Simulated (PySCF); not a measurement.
# Sn²⁸⁺ (tin, charge +28) across methods

[Ar] 3d4, high-spin 5D determinant. Calculation: PySCF 2.14, in an uncontracted even-tempered set (18 s from 3.9 bohr⁻², ratio 2.5; 12 p from 5 bohr⁻², ratio 2.5; 8 d from 5 bohr⁻², ratio 2.5; 4 f from 19 bohr⁻², ratio 2.7; 3 g from 29 bohr⁻², ratio 2.7); the spin-free X2C one-electron Hamiltonian (Gaussian nucleus).

```
method  E (hartree)  mean ε 3p α (eV)  mean ε 3p β (eV)  mean ε 3d α (eV)  Σ⟨r²⟩ (bohr²)   ⟨S²⟩
  PBE0     -5671.45           -1767.2           -1748.5           -1567.3          1.400  6.000
   PBE     -5671.38           -1753.5           -1739.3           -1556.2          1.400  6.000
   LDA     -5665.53           -1752.5           -1738.5           -1555.8          1.401  6.000
r2SCAN     -5671.81           -1760.4           -1742.4           -1560.1          1.399  6.000
  PW91     -5672.08           -1753.8           -1739.7           -1556.6          1.400  6.000
 B3LYP     -5671.73           -1764.4           -1746.6           -1565.3          1.400  6.000
```

Q: Estimate the same row for UHF.

A: E (hartree) = -5670.54825; mean ε 3p α (eV) = -1806.8; mean ε 3p β (eV) = -1773.7; mean ε 3d α (eV) = -1599.2; Σ⟨r²⟩ (bohr²) = 1.399; ⟨S²⟩ = 6.000.

Spin-orbit coupling, absent here, splits the open shell strongly.
